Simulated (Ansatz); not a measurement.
C3H8N (SMILES CC[N]C), doublet, geometry from GFN2-xTB; CCSD(T)/STO-3G (Ansatz, a first-principles code).

Input for Ansatz:
Ansatz 0.2 input:
```yaml
crystal:
  periodic: [false, false, false]
  atoms:
    - {symbol: C, position_ang: [1.82249360, 0.42793691, -0.09666739]}
    - {symbol: C, position_ang: [0.55432697, -0.40737668, 0.01411334]}
    - {symbol: N, position_ang: [-0.59535640, 0.39768399, -0.06065427]}
    - {symbol: C, position_ang: [-1.83286018, -0.24865504, 0.11188496]}
    - {symbol: H, position_ang: [2.70199571, -0.21038349, -0.06183143]}
    - {symbol: H, position_ang: [1.81986148, 0.98100061, -1.03152042]}
    - {symbol: H, position_ang: [1.86845501, 1.14159540, 0.72112510]}
    - {symbol: H, position_ang: [0.53618423, -1.16596861, -0.79256862]}
    - {symbol: H, position_ang: [0.56416073, -0.99443760, 0.95295569]}
    - {symbol: H, position_ang: [-2.37126942, 0.24233126, 0.93137094]}
    - {symbol: H, position_ang: [-1.77197261, -1.32823517, 0.31270060]}
    - {symbol: H, position_ang: [-2.44368277, -0.08112148, -0.78363751]}
basis:
  gaussian:
    orbitals: STO-3G
magnetization: {spin_polarized: true, initial_magnetization: 1}
correlation: {method: ccsd_t}
```

The log (banner, timings and long lists left out):

```
Functional definition: HF
395 factors; integrals over basis functions are off by at most 3.2e-5 eV
mean field evaluation 1: about -4639.5736 eV, gradient 1.4e1 eV
mean field evaluation 2: about -4639.8374 eV, gradient 1.4e1 eV
mean field evaluation 4: about -4641.6105 eV, gradient 1.5e0 eV
mean field evaluation 8: about -4641.6392 eV, gradient 2.4e-2 eV
mean field evaluation 16: about -4641.3864 eV, gradient 3.6e-1 eV
mean field evaluation 32: about -4639.1124 eV, gradient 5.7e0 eV
mean field -4641.63918544 eV, -170.5770938488 hartree, gradient 1.6e-6 eV, S^2 0.759256; 1 other end points of the search recorded, 0 dependent functions left out
determinant -4641.63918544 eV, -170.5770938488 hartree, with singles and doubles -4648.27338585 eV, -170.8208962172 hartree
determinant -4639.43754151 eV, -170.4961849267 hartree, with singles and doubles -4645.96721794 eV, -170.7361461097 hartree
4 core orbitals not correlated
reference -4641.63918544 eV, -170.5770938488 hartree; 13, 12 occupied and 11, 12 virtual orbitals, 395 factors
second order -4.90719094 eV of doubles, -0.00000000 eV of singles
cycle   1  -6.63403294 eV  change    1.7e-4 eV  update   4.1e-4
cycle   2  -6.63391858 eV  change    1.1e-4 eV  update   2.6e-4
cycle   3  -6.63393653 eV  change   -1.8e-5 eV  update   8.8e-5
cycle   4  -6.63400923 eV  change   -7.3e-5 eV  update   3.5e-5
cycle   5  -6.63404866 eV  change   -3.9e-5 eV  update   7.3e-6
cycle   6  -6.63407101 eV  change   -2.2e-5 eV  update   2.7e-6
perturbative correction -0.04525837 eV, -0.0016632144 hartree
Total energy: -4648.31851482 eV, -170.8225546761 hartree
```
